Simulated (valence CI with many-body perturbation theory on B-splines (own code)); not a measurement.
# Eu⁴⁹⁺: electric-dipole lines

Computed by relativistic CI+MBPT: four valence electrons over a frozen Dirac-Fock core [Ne], radial functions for each j: 11 s, 11 p, 10 d, 8 f, 5 g, 2 h, with the one-electron correlation potential Σ1 (screened to all orders), the two-electron term Σ2, the three-electron term Σ3, Breit, model QED; selected single and double excitations, second order for the rest, scaled by the run's own slope (own B-spline code, finite nucleus).

No measured spectrum was set against this ion. As an estimate, large intervals hold to a few tenths of a per cent, small ones and those within an open d or f shell to about a per cent. Among the levels kept, up to 590 cm⁻¹ of a level comes from second order outside the variational space, and about a tenth of that is noise between levels of different J, which matters for small intervals.

Lines 1 to 50 of 575 in falling wavelength, among levels below 75.537 Ry, chosen from the strongest by gf and those to the six lowest levels. Wavelengths and rates use the calculated energies. Electric multipoles are in the length gauge, E1 and E2 with the static RPA response of the core. Weak lines are less certain than strong ones. Lines between different terms over intervals too small for the method are left out, as are lines whose strength nearly cancels. The highest levels of a list are the least certain.

Levels are named by their leading jj configuration (3d3/2^4 stands for four electrons in 3d with j = 3/2), which in mixed levels can hold well under half, so a name can repeat and another be missing. Letters in brackets count levels of one name in rising energy.

```
λ vac (nm)                           Upper                           Lower   A (s⁻¹)  S (a.u.)
     69.22              (3s^2 3p3/2^2) J=2          (3s 3p1/2^2 3p3/2) J=1  7.89e+05  6.46e-04
     29.83              (3s^2 3p3/2^2) J=2          (3s 3p1/2^2 3p3/2) J=2  3.96e+06  2.60e-04
     20.88          (3s^2 3p1/2 3d5/2) J=2              (3s^2 3p3/2^2) J=2  2.82e+07  6.33e-04
     20.47          (3s^2 3p1/2 3d5/2) J=3              (3s^2 3p3/2^2) J=2  1.53e+07  4.55e-04
     12.35  (3s 3p1/2 3d3/2 3d5/2) J=4 [a]          (3s^2 3d3/2 3d5/2) J=3  3.86e+09  3.23e-02
     11.78      (3s 3p1/2 3p3/2 3d3/2) J=4          (3s^2 3p3/2 3d3/2) J=3  5.32e+09  3.86e-02
     11.39       (3p1/2 3p3/2^2 3d3/2) J=4      (3s 3p3/2^2 3d3/2) J=3 [b]  5.03e+09  3.30e-02
     11.33      (3s 3p1/2 3d3/2 3d5/2) J=5          (3s^2 3d3/2 3d5/2) J=4  9.28e+09  7.32e-02
     10.87      (3s 3p1/2 3p3/2^2) J=2 [a]              (3s^2 3p3/2^2) J=2  8.51e+08  2.69e-03
     10.71       (3p1/2 3p3/2^2 3d5/2) J=5      (3s 3p3/2^2 3d5/2) J=4 [b]  9.60e+09  6.39e-02
     10.56  (3s 3p1/2 3d3/2 3d5/2) J=3 [b]          (3s^2 3d3/2 3d5/2) J=3  6.19e+09  2.52e-02
     10.17  (3s 3p1/2 3d3/2 3d5/2) J=3 [c]          (3s^2 3d3/2 3d5/2) J=2  7.39e+09  2.68e-02
     10.13          (3s 3p1/2^2 3p3/2) J=2          (3s^2 3p1/2 3p3/2) J=2  6.81e+09  1.75e-02
     9.996      (3s 3p1/2 3p3/2 3d5/2) J=5          (3s^2 3p3/2 3d5/2) J=4  1.31e+10  7.10e-02
     9.898           (3p1/2^2 3d3/2^2) J=2      (3s 3p1/2 3d3/2^2) J=1 [a]  1.18e+10  2.81e-02
     9.880          (3s 3p1/2 3d5/2^2) J=5              (3s^2 3d5/2^2) J=4  1.67e+10  8.76e-02
     9.841      (3s 3p1/2 3d5/2^2) J=3 [a]              (3s^2 3d5/2^2) J=2  1.46e+10  4.80e-02
     9.823  (3s 3p1/2 3p3/2 3d5/2) J=4 [c]          (3s^2 3p3/2 3d5/2) J=3  6.89e+09  2.90e-02
     9.792  (3s 3p1/2 3d3/2 3d5/2) J=4 [c]          (3s^2 3d3/2 3d5/2) J=4  7.85e+09  3.28e-02
     9.765          (3s 3p1/2 3p3/2^2) J=3              (3s^2 3p3/2^2) J=2  8.45e+09  2.72e-02
     9.764       (3p1/2^2 3d3/2 3d5/2) J=4  (3s 3p1/2 3d3/2 3d5/2) J=3 [d]  1.92e+10  7.94e-02
     9.738       (3p1/2^2 3p3/2 3d5/2) J=3  (3s 3p1/2 3p3/2 3d5/2) J=3 [d]  7.62e+09  2.43e-02
     9.600          (3s 3p1/2^2 3d5/2) J=3          (3s^2 3p1/2 3d5/2) J=3  9.80e+09  3.00e-02
     9.568       (3p1/2^2 3p3/2 3d5/2) J=4  (3s 3p1/2 3p3/2 3d5/2) J=3 [c]  1.27e+10  4.95e-02
     9.524          (3s 3p1/2^2 3p3/2) J=2          (3s^2 3p1/2 3p3/2) J=1  8.80e+09  1.88e-02
     9.512          (3s 3p1/2^2 3d5/2) J=3          (3s^2 3p1/2 3d5/2) J=2  1.55e+10  4.60e-02
     9.506   (3p1/2 3p3/2^2 3d5/2) J=3 [b]      (3s 3p3/2^2 3d5/2) J=2 [b]  8.75e+09  2.60e-02
     9.498  (3s 3p1/2 3p3/2 3d3/2) J=3 [c]          (3s^2 3p3/2 3d3/2) J=3  8.61e+09  2.55e-02
     9.308          (3s 3p1/2^2 3d3/2) J=1          (3s^2 3p1/2 3d3/2) J=2  1.94e+10  2.31e-02
     9.294   (3p1/2 3p3/2^2 3d5/2) J=4 [b]      (3s 3p3/2^2 3d5/2) J=3 [a]  1.02e+10  3.64e-02
     9.271      (3s 3p1/2 3d5/2^2) J=2 [b]              (3s^2 3d5/2^2) J=2  1.54e+10  3.03e-02
     9.224       (3p1/2^2 3p3/2 3d3/2) J=3  (3s 3p1/2 3p3/2 3d3/2) J=3 [c]  1.27e+10  3.45e-02
     9.134       (3p1/2^2 3p3/2 3d3/2) J=2  (3s 3p1/2 3p3/2 3d3/2) J=2 [c]  1.21e+10  2.28e-02
     9.124       (3p1/2^2 3d3/2 3d5/2) J=1  (3s 3p1/2 3d3/2 3d5/2) J=2 [c]  1.99e+10  2.24e-02
     9.113   (3p1/2 3p3/2^2 3d5/2) J=3 [b]      (3s 3p3/2^2 3d5/2) J=2 [a]  9.05e+09  2.37e-02
     9.106       (3p1/2 3p3/2^2 3d3/2) J=4          (3s 3p3/2^2 3d3/2) J=4  1.08e+10  3.61e-02
     9.083   (3p1/2 3p3/2^2 3d5/2) J=2 [a]      (3s 3p3/2^2 3d5/2) J=3 [b]  1.38e+10  2.55e-02
     9.041      (3s 3p1/2 3d5/2^2) J=4 [b]              (3s^2 3d5/2^2) J=4  1.47e+10  4.84e-02
     9.012       (3p1/2^2 3d3/2 3d5/2) J=2  (3s 3p1/2 3d3/2 3d5/2) J=3 [c]  2.15e+10  3.89e-02
     8.992   (3p1/2 3p3/2^2 3d5/2) J=2 [c]      (3s 3p3/2^2 3d5/2) J=3 [c]  1.37e+10  2.46e-02
     8.949  (3s 3p1/2 3d3/2 3d5/2) J=3 [d]          (3s^2 3d3/2 3d5/2) J=4  1.47e+10  3.64e-02
     8.937          (3s 3p1/2^2 3d3/2) J=2          (3s^2 3p1/2 3d3/2) J=2  1.46e+10  2.57e-02
     8.926       (3p1/2^2 3d3/2 3d5/2) J=4  (3s 3p1/2 3d3/2 3d5/2) J=4 [c]  1.78e+10  5.62e-02
     8.881       (3p1/2^2 3p3/2 3d5/2) J=4  (3s 3p1/2 3p3/2 3d5/2) J=4 [b]  7.68e+09  2.39e-02
     8.865  (3s 3p1/2 3p3/2 3d5/2) J=3 [d]          (3s^2 3p3/2 3d5/2) J=3  1.32e+10  3.17e-02
     8.857      (3s 3p1/2 3d5/2^2) J=3 [b]              (3s^2 3d5/2^2) J=4  1.67e+10  4.01e-02
     8.843           (3p1/2^2 3d3/2^2) J=0      (3s 3p1/2 3d3/2^2) J=1 [b]  7.79e+10  2.66e-02
     8.829          (3s 3p1/2^2 3d5/2) J=2          (3s^2 3p1/2 3d5/2) J=3  2.20e+10  3.74e-02
     8.806       (3p1/2^2 3d3/2 3d5/2) J=3  (3s 3p1/2 3d3/2 3d5/2) J=3 [b]  2.82e+10  6.66e-02
     8.800   (3p1/2 3p3/2^2 3d3/2) J=3 [a]      (3s 3p3/2^2 3d3/2) J=3 [a]  1.38e+10  3.24e-02
```
